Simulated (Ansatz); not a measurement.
`[Se]=C1C[SiH2]C1`, charge 0, multiplicity 1.

**Question.** Give a relaxed structure at PBE0-D4/def2-TZVP (the Gaussian-basis code of Ansatz). (Best estimate.)

**Answer.** The calculation gave: 
Z-matrix (Å, degrees):
```
Si
C 1 1.903
C 1 2.262 2 41.0
C 1 1.903 2 76.7 3 24.5
H 1 1.480 2 113.8 3 -86.0
H 1 1.486 2 118.3 3 139.7
H 2 1.085 1 126.8 3 118.0
H 2 1.098 1 105.5 3 -110.0
Se 3 1.767 1 140.7 2 -109.0
H 4 1.098 1 105.5 2 85.5
H 4 1.085 1 126.8 2 -142.5
```
Point group Cs.
This is one stationary point; other conformers may exist.
